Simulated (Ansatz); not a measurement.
FH₈N₃OSi₂ (`N[Si@H](O)N[Si@@H](N)F`). Total charge 0; spin multiplicity 1. The structure was optimised at the PBE0-D4/def2-TZVP level. It is one conformer, not always the lowest.

```xyz
15

N    -2.587    0.774    0.191
Si   -0.938    0.895    0.609
O     0.011    1.784   -0.381
N    -0.276   -0.716    0.588
Si    1.282   -1.249    0.184
N     1.819   -0.355   -1.189
F     2.403   -0.921    1.278
H    -3.236    1.453    0.553
H    -2.876    0.438   -0.714
H    -0.948    1.508    1.959
H     0.770    1.307   -0.757
H    -0.875   -1.410    1.013
H     1.263   -2.724    0.058
H     2.816   -0.255   -1.314
H     1.373   -0.530   -2.077
```

(1) What is the dipole moment at PBE/def2-TZVPP? (Best estimate.)

(2) And with r2SCAN, B3LYP, ωB97M-V? (Estimate.)

(3) Give the Mulliken charges with PBE, r2SCAN, B3LYP in def2-TZVPP. (Estimate.)

## Answers

(1) Ansatz gave: 3.07 D, with components (-0.89, -1.71, -2.40) D in this frame, pointing from negative to positive charge.

(2) Ansatz gave: r2SCAN 3.12 D, B3LYP 3.13 D, ωB97M-V 3.14 D.

(3) Computed: 
```json
{"atom": "N1", "PBE": "-0.39", "r2SCAN": "-0.45", "B3LYP": "-0.40"}
{"atom": "Si2", "PBE": "0.48", "r2SCAN": "0.64", "B3LYP": "0.61"}
{"atom": "O3", "PBE": "-0.38", "r2SCAN": "-0.44", "B3LYP": "-0.42"}
{"atom": "N4", "PBE": "-0.28", "r2SCAN": "-0.39", "B3LYP": "-0.34"}
{"atom": "Si5", "PBE": "0.52", "r2SCAN": "0.68", "B3LYP": "0.65"}
{"atom": "N6", "PBE": "-0.40", "r2SCAN": "-0.46", "B3LYP": "-0.42"}
{"atom": "F7", "PBE": "-0.28", "r2SCAN": "-0.33", "B3LYP": "-0.33"}
{"atom": "H8", "PBE": "0.15", "r2SCAN": "0.16", "B3LYP": "0.14"}
{"atom": "H9", "PBE": "0.14", "r2SCAN": "0.15", "B3LYP": "0.13"}
{"atom": "H10", "PBE": "-0.11", "r2SCAN": "-0.12", "B3LYP": "-0.12"}
{"atom": "H11", "PBE": "0.19", "r2SCAN": "0.21", "B3LYP": "0.20"}
{"atom": "H12", "PBE": "0.13", "r2SCAN": "0.14", "B3LYP": "0.12"}
{"atom": "H13", "PBE": "-0.10", "r2SCAN": "-0.11", "B3LYP": "-0.11"}
{"atom": "H14", "PBE": "0.17", "r2SCAN": "0.17", "B3LYP": "0.15"}
{"atom": "H15", "PBE": "0.15", "r2SCAN": "0.16", "B3LYP": "0.14"}
```

B3LYP here is the variant with VWN-RPA as its local correlation; programs differ in this.
